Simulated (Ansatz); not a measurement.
Ansatz results at the PBE0-D4/def2-TZVP geometry: HOMO energy (PBE0/def2-TZVPP) -7.63 eV; HOMO energy (ωB97M-V/def2-TZVPP) -9.73 eV; HOMO–LUMO gap (PBE/def2-TZVPP) 4.17 eV.

Each molecule was computed in one conformer, which needn't be the lowest.

Task: Which molecule gave them?
A. `B[Se][SiH2]C`
B. `C/C(C=S)=C/N`
C. `C#CO[SiH2]Br`
D. `[OH][In]([F])[CH2]F`

Result: A. The others give `C#CO[SiH2]Br`: -7.54, -9.83, 5.00; `[OH][In]([F])[CH2]F`: -8.36, -10.58, 4.46; `C/C(C=S)=C/N`: -5.77, -7.98, 1.87.
